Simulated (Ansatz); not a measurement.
Ansatz (an electronic-structure program) input:

Ansatz 0.2 input:
```yaml
crystal:
  periodic: [false, false, false]
  atoms:
    - {symbol: Au, position_ang: [-0.33838645, -0.10202601, -0.06364871]}
    - {symbol: Cl, position_ang: [0.78957388, 1.70476974, -1.11847560]}
    - {symbol: O, position_ang: [0.98467404, -1.85619309, 2.04511321]}
    - {symbol: C, position_ang: [0.90539685, -1.01191440, 1.28023788]}
basis:
  gaussian:
    orbitals: def2-TZVPD
hamiltonian:
  xc: {name: B97M-V}
magnetization: {spin_polarized: true, initial_magnetization: 2}
output: {forces: true}
```

Task: What final total energy does it print?

Result: -709.11673 Eh (B97M-V/def2-TZVPD). The basis has 166 functions.

The spin state was set by rule; other spins were not relaxed.
